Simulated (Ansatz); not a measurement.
```yaml
crystal:
  periodic: [false, false, false]
  atoms:
    - {symbol: C, position_ang: [-0.681753, -1.065864, 0.962156]}
    - {symbol: C, position_ang: [0.616659, -0.845028, 0.260426]}
    - {symbol: Cl, position_ang: [1.748139, -2.178441, 0.598314]}
    - {symbol: N, position_ang: [0.990177, 0.075937, -0.475836]}
    - {symbol: Si, position_ang: [0.242668, 1.521223, -1.051971]}
    - {symbol: H, position_ang: [-1.372133, -0.247635, 0.758240]}
    - {symbol: H, position_ang: [-1.120944, -2.010177, 0.634448]}
    - {symbol: H, position_ang: [-0.510747, -1.146268, 2.037382]}
    - {symbol: H, position_ang: [1.082567, 2.659701, -0.609795]}
    - {symbol: H, position_ang: [-1.151031, 1.731967, -0.560409]}
    - {symbol: H, position_ang: [0.221798, 1.447785, -2.532353]}
basis:
  gaussian: {orbitals: aug-pcseg-2, point_charges: [{charge: 1.00, position_ang: [4.695, 0.852, -0.371]}]}
total_charge: 1
magnetization: {spin_polarized: true, initial_magnetization: 1}
hamiltonian: {xc: {name: B3LYP-D3}, dispersion: d3bj}
scf: {lower_state_search: light}
```

```sh
$ ansatz run in.yaml --threads 4 --pin off --events-out ev --progress --plain --max-ram 10444MiB
```

It prints (some lines left out):

```
Error: YAML parse error: error: line 19 column 19: hamiltonian.xc: no functional is named "B3LYP-D3"; the names, which are not case-sensitive, are SVWN5, SPW92, PBE, PBE0, PBEsol, revPBE, revPBE0, RPBE, rPW86-PBE, HSE06, wPBEh, LC-wPBE, HISS, HF, BLYP, B3LYP, B3LYP5, BHLYP, CAM-B3LYP, r2SCAN, r2SCANh, r2SCAN0, r2SCAN50, m-r2SCAN, B97, wB97, wB97X, wB97X-V, B97M-V, wB97M-V, B2PLYP, B2GP-PLYP, PBE0-DH, PBE-QIDH
17 | total_charge: 1
18 | magnetization: {spin_polarized: true, initial_magnetization: 1}
19 | hamiltonian: {xc: {name: B3LYP-D3}, dispersion: d3bj}
20 | scf: {lower_state_search: light}
```

Q: Something in this input is off. What?

A: The method's name isn't one that the program takes here. The input was rejected before any iteration.

HSE06 is defined as in plane-wave codes.
